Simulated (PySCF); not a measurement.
CBrF2, SMILES F[C](F)Br, multiplicity 2. Atoms are numbered in the order given.

```xyz
4

F     -1.5470     0.0848     1.0818
C     -0.9269    -0.3381     0.0000
F     -1.5470     0.0848    -1.0818
Br     0.9545     0.0144     0.0000
```
Charge 0, spin multiplicity 2.

Geometry: r2SCAN-D4/def2-SVP. The isomer is the one that the SMILES or the coordinates give; other isomers of the formula were not compared.

Method: PySCF with PBE/def2-TZVPD.

```
Item                                                                                                             Value
---------------------------------------------------------------------------------------------  -----------------------
total energy                                                                                       -2811.37114 hartree
point group                                                                                                         Cs
α spin, highest occupied and lowest empty level                                                     -5.78 and -1.67 eV
β spin, highest occupied and lowest empty level                                                     -7.79 and -3.83 eV
dipole moment                                                                                                   0.20 D
quadrupole, principal values (traceless, Buckingham form, about the centre of nuclear charge)   -1.33, -0.42, 1.74 D·Å
mean static polarisability                                                                        40.6 bohr³ (6.01 Å³)
polarisability, principal values                                                                32.7, 36.3, 52.7 bohr³
⟨S²⟩                                                                                           0.752 (pure state 0.75)
```
